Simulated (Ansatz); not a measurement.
`[OH][Al]([F])[Br]` + HBr → `[F][Al]([Br])[Br]` + H₂O at 500 K and 1 bar (ligand exchange at the Al–O bond).

Isolated molecules relaxed with PBE0-D4/def2-TZVP in Ansatz; ΔE leaves out vibrations. CCSD(T)/CBS is the MP2 limit (def2-TZVPP, def2-QZVPP) plus CCSD(T) − MP2 in def2-TZVPP, frozen cores. This one scheme is used for every species. For Br outer-core shells are correlated without core-valence functions, which leaves a few kJ/mol of doubt a bond. Scalar relativity is left out up to krypton. One conformer a species, not always the lowest.

| species | CCSD(T)/CBS energy (Eh) | H − E (kJ/mol) | S (J/(mol·K)) |
| --- | --- | --- | --- |
| `[OH][Al]([F])[Br]` | -2991.11301 | 80.0 | 366.3 |
| HBr | -2573.91920 | 30.5 | 213.7 |
| `[F][Al]([Br])[Br]` | -5488.66195 | 44.9 | 372.9 |
| H₂O | -76.37941 | 73.2 | 206.3 |

H − E and S are ideal-gas, rigid-rotor, harmonic terms from PBE0-D4/def2-TZVP, for one conformer and one mirror image of each species. 1 Eh = 2625.50 kJ/mol, R = 8.31446 J/(mol·K).

**Question.** By hand: ΔE, ΔH, ΔS and ΔG.

**Answer.** ΔE = (-5488.66195) + (-76.37941) − (-2991.11301) − (-2573.91920) = -0.00915 Eh = -24.0 kJ/mol. Δ(H − E) = 44.9 + 73.2 − 80.0 − 30.5 = 7.6, so ΔH = -16.4 kJ/mol. ΔS = 372.9 + 206.3 − 366.3 − 213.7 = -0.8 J/(mol·K). ΔG = -16.4 − 500 × (-0.8)/1000 = -16.0 kJ/mol.

**Question.** By hand: the equilibrium constant, and the temperature at which ΔG would vanish if ΔH and ΔS stayed fixed.

**Answer.** log₁₀ K = −ΔG/(RT ln 10) = 1.7. ΔG = 0 at ΔH/ΔS = 20500 K, far beyond where these terms or the molecules hold.

The number of gas molecules stays the same, so ΔS is small and ΔH decides. A doubt of 5 kJ/mol in ΔE shifts log₁₀ K by 0.5 here. Other conformers and mirror images would add mixing entropy, several J/(mol·K) or more a flexible species. These are equilibria of isolated gas molecules and say nothing of rates. Largest T1 diagnostic: 0.010 (customary marks: 0.02 for closed shells, 0.045 for open ones).
